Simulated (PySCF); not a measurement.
Br₄Si (SMILES Br[Si](Br)(Br)Br), singlet, geometry from GFN2-xTB; DF-BLYP/3-21G (PySCF).

The PySCF input:
```python
from pyscf import gto, scf, dft

mol = gto.Mole()
mol.atom = '''
    Br   -1.173231   -1.474916   -1.153133
    Si   -0.000000    0.000000    0.000000
    Br   -1.105888    1.910495    0.092644
    Br    1.949528    0.324667   -0.987670
    Br    0.329590   -0.760246    2.048160
'''
mol.basis = '3-21g'
mol.charge = 0
mol.spin = 0
mol.verbose = 4
mol.build()

mf = dft.RKS(mol)
mf.xc = 'blyp'
mf = mf.density_fit(auxbasis='def2-universal-jkfit')
mf.kernel()
mf.analyze()
```

The log (banner, timings and long lists left out):

```
PySCF version 2.14.0

[INPUT] verbose = 4
[INPUT] num. atoms = 5
[INPUT] num. electrons = 154
[INPUT] charge = 0
[INPUT] spin (= nelec alpha-beta = 2S) = 0
[INPUT] symmetry False subgroup None
[INPUT] Mole.unit = angstrom
[INPUT] Symbol           X                Y                Z      unit          X                Y                Z       unit  Magmom
[...]
nuclear repulsion = 1547.45221636905
number of shells = 47
number of NR pGTOs = 243
number of NR cGTOs = 101
basis = 3-21g
ecp = {}

******** <class 'pyscf.df.df_jk.DFRKS'> ********
method = DFRKS
initial guess = minao
damping factor = 0
level_shift factor = 0
DIIS = <class 'pyscf.scf.diis.CDIIS'>
diis_start_cycle = 1
diis_space = 8
diis_damp = 0
SCF conv_tol = 1e-09
SCF conv_tol_grad = None
SCF max_cycles = 50
direct_scf = False
XC library pyscf.dft.libxc version 7.1.2
    S. Lehtola, C. Steigemann, M. J. T. Oliveira, and M. A. L. Marques,  SoftwareX 7, 1–5 (2018)
XC functionals = blyp
    A. D. Becke,  Phys. Rev. A 38, 3098 (1988)
    C. Lee, W. Yang, and R. G. Parr,  Phys. Rev. B 37, 785 (1988)
    B. Miehlich, A. Savin, H. Stoll, and H. Preuss,  Chem. Phys. Lett. 157, 200 (1989)
radial grids:
    Treutler-Ahlrichs [JCP 102, 346 (1995); DOI:10.1063/1.469408] (M4) radial grids

becke partition: Becke, JCP 88, 2547 (1988); DOI:10.1063/1.454033
pruning grids: <function nwchem_prune>
grids dens level: 3
symmetrized grids: False
atomic radii adjust function: <function treutler_atomic_radii_adjust>
small_rho_cutoff = 0
Set gradient conv threshold to 3.16228e-05
Initial guess from minao.
tot grids = 100880
init E= -10525.0812200074
[...]
cycle= 1 E= -10535.0947495996  delta_E=  -10  |g|= 0.563  |ddm|= 2.71
[...]
cycle= 2 E= -10534.8607418129  delta_E= 0.234  |g|= 0.985  |ddm|= 2.62
[...]
cycle= 3 E= -10535.2084410026  delta_E= -0.348  |g|= 0.0629  |ddm|= 1.75
[...]
cycle= 4 E= -10535.2098414131  delta_E= -0.0014  |g|= 0.0117  |ddm|= 0.136
[...]
cycle= 5 E= -10535.2098928967  delta_E= -5.15e-05  |g|= 0.000565  |ddm|= 0.0206
[...]
cycle= 6 E= -10535.2098930287  delta_E= -1.32e-07  |g|= 1.65e-05  |ddm|= 0.000978
[...]
cycle= 7 E= -10535.2098930288  delta_E= -1e-10  |g|= 2.15e-06  |ddm|= 2.04e-05
[...]
Extra cycle  E= -10535.2098930288  delta_E= 3.46e-11  |g|= 3.63e-06  |ddm|= 1.19e-05
converged SCF energy = -10535.2098930288
**** SCF Summaries ****
Total Energy =                      -10535.209893028799343
Nuclear Repulsion Energy =            1547.452216369053986
One-electron Energy =               -17772.169650363044639
Two-electron Energy =                 5689.507540965191765
Two-electron Coulomb Energy =         6076.169969094097723
DFT Exchange-Correlation Energy =     -386.662428128905731
HOMO-LUMO gap [eV] =                     4.495881066651092
**** MO energy ****
[...]
 ** Mulliken pop on meta-lowdin orthogonal AOs  **
 ** Mulliken pop  **
 ** Mulliken atomic charges  **
charge of    0Br =     -0.12010
charge of    1Si =      0.48041
charge of    2Br =     -0.12010
charge of    3Br =     -0.12010
charge of    4Br =     -0.12010
Dipole moment(X, Y, Z, Debye):  0.00001,  0.00002, -0.00001
```
